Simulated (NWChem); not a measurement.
**Electron attachment to CCl$_{2}$F**

SMILES: Cl[C](Cl)F
```xyz
4

F     -1.6167    -0.0638     0.0000
C     -0.3456     0.3281     0.0000
Cl     0.4889    -0.0410    -1.4815
Cl     0.4889    -0.0410     1.4815
```
Charge 0, spin multiplicity 2.

Everything below was run with NWChem. The geometry was optimised at UPBE/def2-SVP, a minimum by its harmonic frequencies.

Basis set: def2-SVPD. The species with one electron more has spin multiplicity 1 and keeps the geometry of the parent. Δ marks differences of total energies (open shells unrestricted; coupled cluster on restricted open-shell references). −ε marks an orbital energy of the parent. That orbital need not have the symmetry of the hole or added electron in the Δ rows. The basis adds only a small set of diffuse functions.

The correlated methods keep 12 core orbitals frozen. B3LYP has NWChem's definition, with VWN1-RPA local correlation. The structure started from a generated list of species. The unpaired electrons of the parent sit in orbitals of symmetry a' (Cs labels of the run); other states weren't searched. No SCF solution was tested for a lower state. Open-shell Hartree-Fock references start from PBE0 orbitals.

Q: For the vertical electron affinity, −ε(beta LUMO) of PBE gives 3.85 eV and −ε(beta LUMO) of B3LYP gives 3.14 eV. What do −ε(beta LUMO) of HF, −ε(beta LUMO) of r2SCAN, ΔPBE give?

A: −ε(beta LUMO) of HF: -1.77 eV; −ε(beta LUMO) of r2SCAN: 3.22 eV; ΔPBE: 0.68 eV.
